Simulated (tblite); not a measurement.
Compound: C7H10N (doublet state).
SMILES with atom numbers: `[CH3:1][NH:2][C@@H:3]1[C@@H:4]2[CH:5][C@H:6]3[C@@H:7]2[C@@H:8]13` (hydrogens: H9, H10, H11 on C1; H12 on N2; H13 on C3; H14 on C4; H15 on C5; H16 on C6; H17 on C7; H18 on C8)

The geometry is computed with GFN2-xTB (gas phase). This method treats the open shell by occupation alone, without spin polarisation.

(1) What internal coordinates does the optimisation give?

Answers

(1) 
| bond | length (Å) | order |
| --- | --- | --- |
| C1–N2 | 1.447 | single |
| N2–C3 | 1.433 | single |
| C3–C4 | 1.547 | single |
| C4–C5 | 1.507 | single |
| C5–C6 | 1.470 | single |
| C6–C7 | 1.528 | single |
| C7–C8 | 1.489 | single |
| C3–C8 | 1.538 | single |
| C4–C7 | 1.558 | single |
| C6–C8 | 1.526 | single |
| C1–H9, C1–H11 | 1.090 | single |
| C1–H10 | 1.099 | single |
| N2–H12 | 1.020 | single |
| C3–H13 | 1.093 | single |
| C4–H14 | 1.083 | single |
| C5–H15 | 1.072 | single |
| C6–H16 | 1.077 | single |
| C7–H17 | 1.073 | single |
| C8–H18 | 1.078 | single |

Bonds in one row agree within 0.01 Å and their mean is given. Orders are formal, as drawn. A selection of angles:
| angle | degrees |
| --- | --- |
| N2–C1–H9 | 108.8 |
| N2–C1–H10 | 113.6 |
| H9–C1–H10 | 108.7 |
| H10–C1–H11 | 108.3 |
| C1–N2–C3 | 114.5 |
| C1–N2–H12 | 111.1 |
| C3–N2–H12 | 107.9 |
| N2–C3–C4 | 115.1 |
| N2–C3–C8 | 121.5 |
| N2–C3–H13 | 109.2 |
| C4–C3–C8 | 85.4 |
| C4–C3–H13 | 113.3 |
| C8–C3–H13 | 110.8 |
| C3–C4–C5 | 101.8 |
| C3–C4–C7 | 88.6 |
| C3–C4–H14 | 120.8 |
| C5–C4–C7 | 87.6 |
| C5–C4–H14 | 122.3 |
| C7–C4–H14 | 126.9 |
| C4–C5–C6 | 89.4 |
| C4–C5–H15 | 126.6 |
| C6–C5–H15 | 125.7 |
| C5–C6–C7 | 90.0 |
| C5–C6–C8 | 106.2 |
| C5–C6–H16 | 128.6 |
| C7–C6–C8 | 58.4 |
| C7–C6–H16 | 129.3 |
| C8–C6–H16 | 121.7 |
| C6–C7–C8 | 60.8 |
| C6–C7–H17 | 130.7 |
| C8–C7–H17 | 134.0 |
| C4–C7–C6 | 85.5 |
| C4–C7–C8 | 86.7 |
| C4–C7–H17 | 133.0 |
| C7–C8–H18 | 127.7 |
| C3–C8–C7 | 91.4 |
| C3–C8–C6 | 106.3 |
| C3–C8–H18 | 128.0 |
| C6–C8–C7 | 60.9 |
| C6–C8–H18 | 121.7 |

Torsions: C1–N2–C3–C4 167° (antiperiplanar); N2–C3–C4–C5 -56° (synclinal); C3–C4–C5–C6 -67° (synclinal); C4–C5–C6–C7 -21° (synperiplanar); C5–C6–C7–C8 109° (anticlinal); C6–C7–C8–C3 -108° (anticlinal); N2–C3–C8–C7 138° (anticlinal); C3–C4–C7–C6 82° (synclinal); C5–C6–C8–C7 -80° (synclinal).

The 8 C–C bonds span 1.470 Å (C5–C6, drawn single) to 1.558 Å (C4–C7, drawn single), a spread of 0.088 Å. Of the pairs four or more bonds apart, C5···H12 is among the closest relative to their van der Waals radii: 2.29 Å, 79 % of the sum of Bondi's values. The 4-membered ring C3–C4–C7–C8 has internal angles of 85.4° to 91.4°; it is puckered, 0.14 Å rms from its mean plane, widest ring torsion 21°. The 4-membered ring C4–C5–C6–C7 has internal angles of 85.5° to 90.0°; it is puckered, 0.14 Å rms from its mean plane, widest ring torsion 21°. The 3-membered ring C6–C7–C8 has internal angles of 58.4° to 60.9°. N2 (nitrogen bonded to 2 C and H) is pyramidal (angles 114.5°, 111.1° and 107.9°, sum 333.5°, 0.39 Å off the plane of its three neighbours). C5 (carbon bonded to 2 C and H) is pyramidal (angles 126.6°, 125.7° and 89.4°, sum 341.7°, 0.31 Å off the plane of its three neighbours).

Point group: C1 (no symmetry element, even within 0.4 Å). Its GFN2-xTB frequencies are all real (lowest 83 cm⁻¹). 2 starts were optimised and ended at 0.00 and 0.03 kcal/mol (GFN2-xTB); the lowest of these is shown.

One conformer stands for the species.
